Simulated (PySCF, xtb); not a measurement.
ZrBr₃, SMILES [Br][Zr]([Br])[Br] (connectivity only; charge and spin as stated), neutral, multiplicity 2.

Harmonic wavenumbers (cm⁻¹) from GFN2-xTB in xtb at its own minimum, in rising order: 56, 56, 57, 250, 299, 299.

**Question.** What does B3LYP-D3(BJ)/def2-SVP (PySCF) give at its own minimum? (Estimate from the structure and the level; the computed values follow.)

**Answer.** 49, 56, 56, 218, 317, 317. Paired by order, the mean absolute difference is 13 cm⁻¹ and the zero-point energies are 1.5 and 1.4 kcal/mol.
